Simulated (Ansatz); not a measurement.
Species: sum formula Si$_{2}$H$_{3}$Cl$_{3}$ (charge 0, singlet). 
Geometry from a B3LYP-D3(BJ)/def2-TZVP (Ansatz, a first-principles code) optimisation:
```xyz
8

Si    -2.2044     0.1564    -0.5742
Si     0.0475    -0.0034     0.0124
Cl     0.9774    -1.4810    -1.0731
Cl     0.2477    -0.4492     2.0093
Cl     1.0201     1.7710    -0.3513
H     -2.8575    -1.1389    -0.2842
H     -2.8218     1.2369     0.2256
H     -2.2920     0.4675    -2.0178
```

Basis-set convergence of Hartree-Fock and CCSD(T) correlation energies (hartree) with Ansatz. Cores are frozen in the correlated levels unless marked. No spin-orbit coupling. No relativistic terms.

| basis | functions | E(HF) | E(corr, CCSD(T)) |
|---|---|---|---|
| cc-pV(D+d)Z | 130 | -1958.29275 | -0.68566 |
| cc-pV(T+d)Z | 237 | -1958.36912 | -0.91302 |
| cc-pV(Q+d)Z | 410 | -1958.38650 | -0.99183 |

Extrapolating the two largest sets (X = 3 and 4) as X^-3: E(corr) = (64·(-0.99183) - 27·(-0.91302))/37 = -1.0493 Eh, an estimate of the basis-set limit. The largest set recovers 94.5 % of it, the smallest 65.3 %.
